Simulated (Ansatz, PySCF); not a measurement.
Molecule: sum formula BHBr, charge 0, multiplicity 2. It need not be the lowest isomer of its formula. 
Structure (B3LYP-D3(BJ)/def2-TZVP (Ansatz, a first-principles code) minimum search):
SMILES: [BH]Br
```xyz
3

B     -1.5767     0.0856    -0.1614
Br     0.2914     0.0081     0.0139
H     -2.3159    -0.7100     0.3208
```
Charge 0, spin multiplicity 2.

Dipole moments at this geometry, in debye (magnitudes).

```csv
level,program,dipole (D)
SVWN5/def2-TZVPD,Ansatz,0.59
B97M-V/def2-TZVPD,Ansatz,0.44
PW6B95/def2-TZVPD,PySCF,0.48
wB97M-V/def2-TZVPD,Ansatz,0.48
CCSD(T)/aug-cc-pVDZ,Ansatz,0.48
```
